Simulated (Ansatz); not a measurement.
XSi6 (charge +1): PBE0-D4/def2-TZVP single points in Ansatz on relaxed structures, gas phase. Each cluster is the lowest isomer that a short search found in that spin, judged at the geometry's level, and lower ones may exist. Core potentials for Ta, W, no spin–orbit coupling. HOMO and LUMO are taken over both spins. The structures are stationary points that may keep the symmetry of their start. Remarks come from the PBE and PBE0 runs and from stability tests at other levels; not every state was tested.

**Question.** Estimate the order by HOMO (eV), lowest first.
A. CuSi6⁺ (singlet)
B. TiSi6⁺ (doublet)
C. TaSi6⁺ (singlet)
D. Si6O⁺ (doublet)
E. Si6W⁺ (doublet)

**Answer.** A (-10.65), C (-10.43), E (-10.00), B (-9.89), D (-9.80).

In full:

```
species  atoms    state            geometry  HOMO (eV)  LUMO (eV)  gap (eV)  point group (within 0.1 Å)                              remarks
 CuSi6⁺      7  singlet   B3LYP-D4/def2-SVP     -10.65      -7.52      3.12                           –        restricted SCF unstable in HF
 TiSi6⁺      7  doublet    PBE0-D4/def2-SVP      -9.89      -8.01      1.88                          Cs  spin-contaminated (⟨S²⟩ up to 0.94)
  Si6O⁺      7  doublet  r2SCAN-D4/def2-SVP      -9.80      -7.83      1.97                          Cs                                    –
  Si6W⁺      7  doublet     PBE-D4/def2-SVP     -10.00      -7.62      2.39                           –                                    –
 TaSi6⁺      7  singlet     PBE-D4/def2-SVP     -10.43      -7.60      2.83                          Cs        restricted SCF unstable in HF
```

The gap (eV) runs from 1.88 (TiSi6⁺) to 3.12 (CuSi6⁺).
